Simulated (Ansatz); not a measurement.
A nudged elastic band was laid between two geometries of C2H10OSi3 (16 atoms, charge 0, multiplicity 1).

Theory: RKS PBE0-D4/STO-3G in Ansatz.

```json
{"movable images": "9", "climbing image": "yes", "spring": "5.0 eV/Å²", "optimiser": "quadratic models (default)", "start path": "through a guess of the saddle point", "force threshold": "0.05 eV/Å", "iteration limit": "40", "end points": "relaxed"}
```

Initial state:

```xyz
16
Properties=species:S:1:pos:R:3
Si 0.579 -1.135 2.337
Si 0.922 0.365 0.688
O 1.384 -0.386 -0.818
C 0.180 -0.651 -1.593
C -0.772 0.589 -1.756
Si -0.903 1.422 -0.070
H 1.762 -1.914 2.615
H 0.201 -0.458 3.556
H -0.486 -2.050 2.001
H 2.038 1.217 1.044
H 0.521 -0.994 -2.590
H -0.414 -1.486 -1.155
H -1.737 0.250 -2.151
H -0.338 1.277 -2.491
H -2.137 1.072 0.595
H -0.823 2.860 -0.168
```

Final state:

```xyz
16
Properties=species:S:1:pos:R:3
Si 0.579 -1.143 2.329
Si 0.927 0.372 0.690
O 1.381 -0.379 -0.819
C 0.173 -0.650 -1.583
C -0.778 0.590 -1.750
Si -0.893 1.439 -0.071
H -0.748 -1.012 2.885
H 0.707 -2.492 1.830
H 1.520 -0.981 3.411
H 2.048 1.218 1.042
H 0.506 -1.004 -2.579
H -0.420 -1.481 -1.132
H -1.747 0.249 -2.133
H -0.349 1.270 -2.495
H -2.127 1.106 0.604
H -0.801 2.876 -0.184
```

(1) What changes between the two ends?

(2) Give the energies along the band, and the barrier.

## Answers

(1) No bond is made or broken. The dihedral H9–Si1–Si2–O3 goes from -61 to 117°.

(2) The forces met the threshold. The highest image is number 10 of 0 to 10, 1.9 kJ/mol above the first end and 0.0 kJ/mol above the last; the last end lies 1.9 kJ/mol above the first. The highest image is an end point: on this band no image between the ends rises above it. Between wells the path still climbs a hump at image 3, 0.02 eV above the well before it. Limits of this set-up: minimal basis.

```json
{"image": "0", "path coordinate (Å)": "0.00", "energy (kJ/mol)": "0.0", "dihedral H9–Si1–Si2–O3 (°)": "-61"}
{"image": "1", "path coordinate (Å)": "0.68", "energy (kJ/mol)": "0.4", "dihedral H9–Si1–Si2–O3 (°)": "-43"}
{"image": "2", "path coordinate (Å)": "1.36", "energy (kJ/mol)": "1.2", "dihedral H9–Si1–Si2–O3 (°)": "-25"}
{"image": "3", "path coordinate (Å)": "2.04", "energy (kJ/mol)": "1.9", "dihedral H9–Si1–Si2–O3 (°)": "-8"}
{"image": "4", "path coordinate (Å)": "2.72", "energy (kJ/mol)": "1.9", "dihedral H9–Si1–Si2–O3 (°)": "10"}
{"image": "5", "path coordinate (Å)": "3.40", "energy (kJ/mol)": "1.2", "dihedral H9–Si1–Si2–O3 (°)": "28"}
{"image": "6", "path coordinate (Å)": "4.07", "energy (kJ/mol)": "0.4", "dihedral H9–Si1–Si2–O3 (°)": "46"}
{"image": "7", "path coordinate (Å)": "4.75", "energy (kJ/mol)": "0.0", "dihedral H9–Si1–Si2–O3 (°)": "64"}
{"image": "8", "path coordinate (Å)": "5.43", "energy (kJ/mol)": "0.5", "dihedral H9–Si1–Si2–O3 (°)": "82"}
{"image": "9", "path coordinate (Å)": "6.11", "energy (kJ/mol)": "1.4", "dihedral H9–Si1–Si2–O3 (°)": "99"}
{"image": "10", "path coordinate (Å)": "6.78", "energy (kJ/mol)": "1.9", "dihedral H9–Si1–Si2–O3 (°)": "117"}
```

Time of the run: 10 min on 1 thread of Arm Neoverse N1, with other jobs on the host, peak memory 0.24 GiB.
